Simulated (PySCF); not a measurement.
## Computed properties of iodoethane (C₂H₅I), SMILES CCI

iodoethane (C2H5I), SMILES CCI. Coordinates come from a PBE0-D3(BJ)/def2-SVP optimisation. The def2 effective core potentials stand for the cores of I; spin–orbit coupling is left out. One conformer was computed; it need not be the lowest. All values are computed for the isolated molecule unless a solvent is named; none is compared with measurement here.

**Structure.** The optimised structure has Cs symmetry. All 18 harmonic modes at PBE0-D3(BJ)/def2-SVP (PySCF) are real, so it is a minimum. With heavy atoms numbered as in [CH3:1][CH2:2][I:3], the shortest bond between them is C1–C2 at 1.508 Å and the longest C2–I3 at 2.165 Å.

**Vibrations.** The strongest infrared lines (harmonic, unscaled, degenerate partners summed) lie at 1228 cm⁻¹ (83 km/mol, H 77 %, C 23 %), 976 cm⁻¹ (15 km/mol, H 71 %, C 29 %), 3054 cm⁻¹ (15 km/mol, H 97 %). The softest mode is at 261 cm⁻¹ and the zero-point energy is 41.1 kcal/mol.

**Electronic structure.** B3LYP/def2-TZVPD (PySCF) places the frontier levels at -6.98 and -1.15 eV, a gap of 5.83 eV, and gives a dipole moment of 2.03 D and a mean polarisability of 64.3 bohr³. PBE/def2-TZVPD (PySCF) at the same geometry gives -6.08 and -1.78 eV, so its gap is 1.53 eV narrower. An orbital gap is neither the optical nor the fundamental gap.

**Excitations.** TDDFT-M06-2X/def2-SVPD (PySCF) has S1 at 4.88 eV (254 nm, f = 0.000, dark); the most intense of the 10 singlets computed lies at 7.47 eV (f = 0.18). T1 (TDA) is at 4.40 eV. TDDFT-PBE/def2-SVPD (PySCF) puts S1 at 4.58 eV. No vertical singlet excitation falls in the visible range (under 3.1 eV).
